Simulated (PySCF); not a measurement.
## TlC and its ions

UHF-CCSD(T); PySCF, scalar-relativistic core potentials, basis sets Tl aug-cc-pVDZ-PP with ECP60, C aug-cc-pVDZ. Neutral (UHF): quartet (σ ↑, π ↑↑), Re = 2.324 Å, ωe = 416 cm⁻¹, De = 2.47 eV.

TlC⁺ (UHF): triplet (σ ↑, π ↑), Re = 3.131 Å, ωe = 125 cm⁻¹. The energies at the minima are -209.43800 hartree for TlC and -209.16287 for TlC⁺.

Q: Work out the adiabatic ionisation energy, without and with harmonic zero-point energies (1 hartree = 27.2114 eV, 1 eV = 8065.5 cm⁻¹), and the change of the bond length.

A: At UHF-CCSD(T): 0.27513 hartree = 7.487 eV between the minima; the zero-point term (125.0 − 416.0)/2 cm⁻¹ = -0.018 eV makes it 7.469 eV. Re changes by +80.7 pm against the neutral. The electron leaves a π orbital, and the ion is left as a loose complex of an ion and an atom.

Correlated steps freeze 5 core orbitals. Correlated levels converge slowly with the basis: in double zeta they bind strong bonds too weakly, by up to about 1 eV, and carry superposition errors of some tenths. Spin–orbit coupling is left out, which matters for elements this heavy, above all for dissociation energies. States were picked by a PBE0 search and need not be the measured ground states.
